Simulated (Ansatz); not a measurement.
HfTe₂⁺, relaxed as a doublet with UKS B3LYP-D4/def2-TZVP in Ansatz, starting from the GFN2-xTB geometry. Force threshold 0.02 eV/Å.

In the def2 sets Hf, Te take a core potential; there is no spin–orbit coupling. The structure comes from a short search, and lower isomers may exist.

Start:

```csv
atom,x (Å),y (Å),z (Å)
Hf1,1.549,-1.040,0.629
Te2,-0.016,1.653,-0.310
Te3,-1.533,-0.613,-0.319
```

| step | energy (eV) | largest force component (eV/Å) | SCF passes |
| --- | --- | --- | --- |
| 1 | -15890.8268 | 2.506 | 66 |
| 2 | -15891.6841 | 2.370 | 38 |
| 3 | -15892.3495 | 0.944 | 43 |
| 4 (rejected) | -15892.2545 | 2.665 | 41 |
| 5 | -15892.4650 | 0.398 | 36 |
| 6 | -15892.4714 | 0.159 | 31 |
| 7 | -15892.4761 | 0.007 | 33 |

Force components are those of the run's own axes.

End:

Cartesian coordinates in Å:
```
Hf 1.180 -0.792 0.479
Te 0.202 1.579 -0.235
Te -1.382 -0.787 -0.245
```

By distances, no bond broke or formed. The bond that changes most is Hf1–Te2, from 3.25 to 2.66 Å (atoms count from 1).

No frequencies were taken in this run, so the end may be a saddle point.

Run time 21 s (4 threads of Arm Neoverse V2 on a shared host).
